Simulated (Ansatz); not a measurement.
Stepwise reaction of `F[Si](S)(S)S` with hydrogen fluoride, as a gas-phase model of exchange steps in deposition or etching. ΔE in kJ/mol; ΔG adds harmonic PBE0-D4 terms to CCSD(T)/CBS, at 1 bar.

Program: Ansatz. Geometries: PBE0-D4/def2-TZVP. ΔE: electronic, gas phase. CBS: MP2 limit from def2 TZ/QZ plus the TZ coupled-cluster correction, frozen cores. This one scheme is used for every species. DFT in def2-TZVPP. B3LYP here is the variant with VWN-RPA as its local correlation; programs differ in this. Each species was taken in one conformer, which may not be the lowest.

```json
{"step": "1", "reaction": "`F[Si](S)(S)S` + H–F → `F[Si](F)(S)S` + H₂S", "PBE-D4": "-69.0", "B3LYP-D4": "-84.0", "ωB97M-V": "-85.4", "CCSD(T)/CBS": "-80.5", "ΔG(600 K)": "-94.8"}
{"step": "3", "reaction": "`F[Si](F)(F)S` + H–F → `F[Si](F)(F)F` + H₂S", "PBE-D4": "-74.0", "B3LYP-D4": "-89.9", "ωB97M-V": "-89.9", "CCSD(T)/CBS": "-90.4", "ΔG(600 K)": "-83.7"}
```

Q: Give the row of step 2, `F[Si](F)(S)S` + H–F → `F[Si](F)(F)S` + H₂S. (An estimate is asked.)

A: Computed: 
```csv
step,reaction,PBE-D4,B3LYP-D4,ωB97M-V,CCSD(T)/CBS,ΔG(600 K)
2,`F[Si](F)(S)S` + H–F → `F[Si](F)(F)S` + H₂S,-73.2,-88.7,-89.7,-87.1,-96.3
```

Q: By hand: ΔE of the 3 steps together at CCSD(T)/CBS.

A: (-80.5) + (-87.1) + (-90.4) = -258.0 kJ/mol, or -86.0 kJ/mol a step.

In ΔE each step is lower than the one before. All are downhill at CCSD(T)/CBS. ΔG lies between -96.3 and -83.7 kJ/mol a step. PBE-D4 differs from CCSD(T)/CBS by 11.5 to 16.4 kJ/mol a step. Isolated molecules leave out the surface, adducts and barriers. Largest T1 diagnostic: 0.012.
